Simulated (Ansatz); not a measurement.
Ansatz (a first-principles code) input (RI-MP2/def2-TZVPPD):
A basis named .json is the Basis Set Exchange file of that set.

Ansatz 0.2 input:
```yaml
crystal:
  periodic: [false, false, false]
  atoms:
    - {symbol: Te, position_ang: [-0.06610648, 0.11224322, 0.29641934]}
    - {symbol: F, position_ang: [-1.18677056, -1.05984151, -0.54447816]}
    - {symbol: F, position_ang: [0.10753390, 1.24286059, -1.12777608]}
    - {symbol: F, position_ang: [1.46118522, -0.83153545, -0.04039083]}
basis:
  gaussian:
    orbitals: def2-TZVPPD.json
    fitting: {mean_field: def2-universal-jkfit, correlation: def2-TZVPPD-RIFIT.json}
total_charge: 1
magnetization: {spin_polarized: true, initial_magnetization: 2}
correlation: {method: mp2, electrons: outside_noble_gas}
```

End of the output:

```
integrals: 0.13 GiB planned
449 factors; integrals over basis functions are off by at most 1.6e0 eV
476 factors; integrals over basis functions are off by at most 5.4e-1 eV
mean field: 0.55 GiB planned
mean field evaluation 1: about -15363.4351 eV, gradient 5.2e1 eV
mean field evaluation 2: about -15366.9949 eV, gradient 4.4e1 eV
mean field evaluation 4: about -15372.3122 eV, gradient 1.1e0 eV
mean field evaluation 8: about -15372.3347 eV, gradient 4.1e-6 eV
mean field evaluation 16: about -15372.3388 eV, gradient 2.7e-3 eV
mean field evaluation 32: about -15371.5612 eV, gradient 8.7e0 eV
mean field evaluation 64: about -15370.5785 eV, gradient 4.8e0 eV
mean field evaluation 96: about -15372.3387 eV, gradient 4.2e-2 eV
mean field -15372.33881407 eV, -564.9230316715 hartree, gradient 4.4e-8 eV, S^2 2.035836; 11 other end points of the search recorded, 0 dependent functions left out
12 core orbitals not correlated
reference -15372.33881407 eV, -564.9230316715 hartree; 14, 12 occupied and 153, 155 virtual orbitals, 476 factors
second order -24.04058833 eV of doubles, -0.00000000 eV of singles
Total energy: -15396.37940240 eV, -565.8065069975 hartree
```

This state (charge 1, triplet) is run at the relaxed geometry of the species with charge 1 and multiplicity 1, and is a spin state other than that species' own.
